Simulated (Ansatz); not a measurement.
Stepwise reaction of `C#[C][GaH2]` with hydrogen chloride, as a gas-phase model of exchange steps in deposition or etching. ΔE in kJ/mol; ΔG adds harmonic PBE0-D4 terms to CCSD(T)/CBS, at 1 bar.

Program: Ansatz. Geometries: PBE0-D4/def2-TZVP. ΔE: electronic, gas phase. CCSD(T)/CBS is the MP2 limit (def2-TZVPP, def2-QZVPP) plus CCSD(T) − MP2 in def2-TZVPP, frozen cores. This one scheme is used for every species. Functionals use def2-TZVPP. B3LYP here is the variant with VWN-RPA as its local correlation; programs differ in this. For Ga outer-core shells are correlated without core-valence functions, which leaves a few kJ/mol of doubt a bond. Scalar relativity is left out up to krypton.

```tsv
step	reaction	PBE-D4	B3LYP-D4	ωB97M-V	CCSD(T)/CBS	ΔG(400 K)
2	`C#[C][GaH][Cl]` + HCl → `C#[C][Ga]([Cl])[Cl]` + H₂	-90.3	-92.2	-90.6	-92.9	-84.8
```

Give the row of step 1, `C#[C][GaH2]` + HCl → `C#[C][GaH][Cl]` + H₂. (Estimate.)

Ansatz gave: 
```csv
step,reaction,PBE-D4,B3LYP-D4,ωB97M-V,CCSD(T)/CBS,ΔG(400 K)
1,`C#[C][GaH2]` + HCl → `C#[C][GaH][Cl]` + H₂,-106.0,-107.6,-105.7,-108.3,-104.6
```

By hand: ΔE of the 2 steps together at CCSD(T)/CBS.

(-108.3) + (-92.9) = -201.2 kJ/mol, or -100.6 kJ/mol a step.

In ΔE each step is higher than the one before. All are downhill at CCSD(T)/CBS. ΔG lies between -104.6 and -84.8 kJ/mol a step. PBE-D4 differs from CCSD(T)/CBS by 2.3 to 2.6 kJ/mol a step. Isolated molecules leave out the surface, adducts and barriers. Largest T1 diagnostic: 0.014.
